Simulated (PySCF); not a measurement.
# Structure elucidation problem

Molecular formula: C6H13NSi. Simulated spectra:

¹H NMR (600 MHz, computed): δ 5.71 (d, 1H), 4.63 (m, 1H), 4.56 (m, 1H), 3.94 (m, 1H), 3.80 (m, 1H), 1.93 (m, 1H), 1.75 (s, 3H), 1.12 (d, 3H), 0.18 (br s, 1H).

¹³C{¹H} NMR (computed): δ 138.6 (C), 135.7 (CH), 50.7 (CH2), 26.5 (CH3), 17.8 (CH3), 17.6 (CH).

- PBE0/pcSseg-1 with gauge-including orbitals
- GFN2-xTB structure
- code: PySCF 2.14
- gas phase, a single conformation, no relativistic terms, rapidly exchanging positions averaged

Referencing at the same level of theory: ¹H (31.72 ppm) and ¹³C (186.93 ppm) against TMS.

**Question.** Choose the structure that fits.
A. CC1=C[SiH2][C@@H](C)NC1
B. [SiH3]N[C@@H]1C[C@@H]2C[C@@H]2C1
C. CC1=C[C@@H](C)[SiH2]NC1
D. C=C([SiH3])/C=N\CCC

**Answer.** C. 

1. The formula gives 2 degrees of unsaturation (1 ring in the answer).
2. 6 carbon signals for 6 carbons: no two carbons are equivalent.
3. Carbon types of the structure: 1 × C, 2 × CH, 1 × CH2, 2 × CH3, leaving 3 H on heteroatoms.
4. δC 138.6: fully substituted alkene carbon; the olefinic region.
5. δC 135.7: alkene CH; an sp2 carbon of a C=C bond.
6. δC 17.8: methyl carbon; aliphatic region, no heteroatom directly attached.
7. δH 3.94, 3.80: hydrogen on an allylic sp3 CH2 bonded to N; its carbon carries N, which withdraws density.
8. δH 1.75: hydrogen on an allylic methyl carbon; allylic position.

The others: CC1=C[SiH2][C@@H](C)NC1 has carbons computed at 170.4, 118.5, 57.7, 41.9, 29.2, 22.8; C=C([SiH3])/C=N\CCC would give 7 signals for carbon-bound and other non-exchanging H, not 8; [SiH3]N[C@@H]1C[C@@H]2C[C@@H]2C1 would give 4 carbon signals, not 6.

Exchangeable OH/NH protons stand at their gas-phase positions; hydrogen bonding in a real sample shifts them, mostly to higher δ. Shifts are as computed. Against solution values, carbons near 30 ppm lie about +3 ppm off and those near 130 ppm about +5 ppm. Of 1309 compounds with measured shifts, 239 miss one by over three times the rms of a fit or turn the order of signals round; such compounds aren't used in these exercises. No couplings were computed; multiplicities are counted from neighbouring protons, with m where these are inequivalent, close in shift, in a saturated or five-membered ring or joined by F or P, and br s for small geminal =CH2 splittings.
